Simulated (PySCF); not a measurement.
H6NSi2, SMILES [SiH2]N[SiH3] (connectivity only; charge and spin as stated), charge +1, multiplicity 1.

The structure is a stationary point at TPSSh-D3(BJ)/def2-SVP. The multiplicity is an assumed one; other spin states were not compared. The isomer is the one that the SMILES or the coordinates give; other isomers of the formula were not compared.

All values below come from TDA-PBE/def2-SVPD in PySCF.

Vertical excitations. The molecule is in vacuum. State labels are in the subgroup Cs.

```tsv
state	symmetry	energy (eV)	λ (nm)	f	main pairs
S1	A'	4.41	281	0.104	HOMO→LUMO 86 %
S2	A"	4.52	274	0.000	HOMO−1→LUMO 100 %
S3	A"	6.05	205	0.000	HOMO−3→LUMO 99 %
S4	A"	6.57	189	0.009	HOMO→LUMO+1 95 %
S5	A'	6.67	186	0.138	HOMO−2→LUMO 79 %
S6	A"	6.78	183	0.001	HOMO−4→LUMO 96 %
S7	A"	6.89	180	0.005	HOMO→LUMO+2 99 %
S8	A'	7.10	175	0.010	HOMO−1→LUMO+1 98 %
S9	A'	7.54	164	0.045	HOMO−1→LUMO+2 97 %
S10	A"	8.19	151	0.011	HOMO−2→LUMO+1 78 %, HOMO−5→LUMO 13 %
T1	A'	3.48	356	0	HOMO→LUMO 95 %
T2	A"	4.48	277	0	HOMO−1→LUMO 100 %
T3	A'	5.12	242	0	HOMO−2→LUMO 95 %
T4	A"	5.58	222	0	HOMO−3→LUMO 98 %
```
Triplets are in the Tamm–Dancoff approximation.
